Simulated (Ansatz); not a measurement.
Input file for Ansatz (a program for electronic structure): U-CCSD(T)/def2-SVP on CdH2 (SMILES [CdH2]), a point of a bond scan (R = 1.513 Å). Elements past Kr take the def2 small-core potentials; no spin–orbit coupling.

Ansatz 0.2 input:
```yaml
crystal:
  periodic: [false, false, false]
  atoms:
    - {symbol: Cd, position_ang: [0.00000000, 0.00000000, 0.00000000]}
    - {symbol: H, position_ang: [0.00000000, 0.00000000, 1.51305131]}
    - {symbol: H, position_ang: [-0.00000000, -0.00000000, -1.68116812]}
basis:
  gaussian:
    orbitals: def2-SVP
correlation: {method: ccsd_t, electrons: outside_noble_gas}
scf: {omitted_lower_state_checks: [cluster_reference]}
magnetization: {spin_polarized: true, initial_magnetization: 0}
```

Program output:

```
WARN ansatz: RAYON_NUM_THREADS=1 ignored (pool sized by the plan → 1); use --threads N
Functional definition: HF
these checks for a lower state are left out or cut short: cluster_reference
integrals: 0.02 GiB planned
430 factors; integrals over basis functions are off by at most 8.5e-4 eV
mean field: 0.08 GiB planned
mean field evaluation 1: about -4569.2907 eV, gradient 6.4e0 eV
mean field evaluation 2: about -4569.4472 eV, gradient 6.7e0 eV
mean field evaluation 4: about -4569.8227 eV, gradient 8.7e-1 eV
mean field evaluation 8: about -4569.8275 eV, gradient 3.4e-4 eV
mean field -4569.82752950 eV, -167.9380641687 hartree, gradient 2.7e-6 eV, S^2 0.000000; 0 other end points of the search recorded, 0 dependent functions left out
4 core orbitals not correlated
reference -4569.82752950 eV, -167.9380641687 hartree; 7, 7 occupied and 30, 30 virtual orbitals, 430 factors
second order -8.30802189 eV of doubles, -0.00000000 eV of singles
coupled cluster: 0.09 GiB planned
cycle   1  -8.11512651 eV  change    1.9e-1 eV  update   5.8e-2
cycle   2  -8.28914422 eV  change   -1.7e-1 eV  update   1.9e-2
cycle   3  -8.31039249 eV  change   -2.1e-2 eV  update   8.5e-3
cycle   4  -8.30530618 eV  change    5.1e-3 eV  update   2.5e-3
cycle   5  -8.30574483 eV  change   -4.4e-4 eV  update   6.3e-4
cycle   6  -8.30585058 eV  change   -1.1e-4 eV  update   1.6e-4
cycle   7  -8.30581196 eV  change    3.9e-5 eV  update   3.5e-5
cycle   8  -8.30582985 eV  change   -1.8e-5 eV  update   7.5e-6
cycle   9  -8.30583195 eV  change   -2.1e-6 eV  update   1.6e-6
perturbative correction -0.15562849 eV, -0.0057192414 hartree
Total energy: -4578.28898993 eV, -168.2490171042 hartree
Checks for a lower state left out: cluster_reference
```

Self-consistency was reached.

Cost: about 0.7 core-seconds (a rough figure).
